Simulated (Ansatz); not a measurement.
Relaxation of ClF₄H₃NTa (10 atoms, charge 0, multiplicity 1), to a largest force component of 0.03 eV/Å in at most 50 steps.

The calculation used RKS PBE/def2-SVP in Ansatz.

```xyz
10
Properties=species:S:1:pos:R:3
Ta -0.254 -0.171 0.214
Cl 3.284 -0.859 -0.470
F 0.523 0.930 1.545
F 0.489 0.839 -1.187
F -2.020 0.290 0.616
F -0.694 -1.597 -0.955
N 0.510 -1.726 1.404
H 0.339 -2.715 1.200
H 0.879 -1.577 2.349
H 2.516 -1.544 0.400
```

Q: Where does it end, and by what steps?

A: The run converged. The force dipped under the threshold on the way, but the program's further checks kept it going. After 10 steps the energy has fallen by 0.177 eV; Cl2 moved furthest, 0.53 Å.

```csv
step,energy less start (eV),largest force component (eV/Å),accepted
0,0.0000,1.305,yes
1,-0.1249,0.585,yes
2,-0.1413,0.523,yes
3,-0.1547,0.203,yes
4,-0.1610,0.149,yes
5,-0.1703,0.095,yes
6,-0.1742,0.157,yes
7,-0.1661,0.726,no
8,-0.1764,0.047,yes
9,-0.1771,0.024,yes
10,-0.1771,0.022,yes
```

```xyz
10
Properties=species:S:1:pos:R:3
Ta -0.347 -0.156 0.254
Cl 3.517 -1.310 -0.304
F 0.285 0.978 1.638
F 0.540 0.804 -1.093
F -2.142 0.208 0.676
F -0.832 -1.571 -0.914
N 0.642 -1.584 1.247
H 0.505 -2.582 1.046
H 1.010 -1.435 2.194
H 2.393 -1.481 0.371
```

Whether the end is a true minimum wasn't checked by a vibrational analysis.

The run took 29 s on 4 threads of Arm Neoverse V1, with other jobs on the host, peak memory 0.21 GiB.
